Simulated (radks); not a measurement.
Computed order of ionisation of molybdenum. At each step one electron was removed from each of the four highest sub-shells of the ion before, moves of one valence electron (up to charge 6) and the configuration listed by NIST were tried, and the lowest configuration was kept. Level of theory: scalar-relativistic Kohn-Sham, LDA (Slater exchange, Perdew-Wang correlation), spin-polarised, spherical densities, finite nucleus; Fermi nuclear charge, rms radius of each element as measured or else 0.836 A^(1/3) + 0.57 fm (a radial shooting solver on a logarithmic mesh with Libxc functionals). Open shells are filled with parallel spins first.

species,lowest configuration found,NIST configuration,margin to the next tried (eV),IE (eV),NIST IE (eV),kind
Mo,[Kr] 4d5 5s1,same,1.958,7.716,7.092,exp.
Mo+,[Kr] 4d5,same,1.391,16.643,16.2,semi-emp.
Mo2+,[Kr] 4d4,same,4.018,27.911,27.1,semi-emp.
Mo3+,[Kr] 4d3,same,7.099,40.528,40.3,semi-emp.
Mo4+,[Kr] 4d2,same,10.517,54.244,54.42,semi-emp.
Mo5+,[Kr] 4d1,same,14.197,68.879,68.827,exp.
Mo6+,[Kr],same,39.898,126.43,125.64,semi-emp.
Mo7+,[Ar] 3d10 4s2 4p5,same,28.064,145.02,144,exp.
Mo8+,[Ar] 3d10 4s2 4p4,same,28.654,163.87,164.1,exp.
Mo9+,[Ar] 3d10 4s2 4p3,same,29.248,188.26,186,semi-emp.
Mo10+,[Ar] 3d10 4s2 4p2,same,24.128,208.68,209,theory
Mo11+,[Ar] 3d10 4s2 4p1,same,26.048,229.22,230.3,semi-emp.
Mo12+,[Ar] 3d10 4s2,same,28.369,280.93,279.1,semi-emp.
Mo13+,[Ar] 3d10 4s1,same,202.56,305.13,302.60,exp.

Reference values: NIST Atomic Spectra Database (exp. = measured, semi-emp. = semi-empirical, theory = theoretical value adopted there). Open shells are spherical and high-spin; term and fine-structure splittings are not resolved.
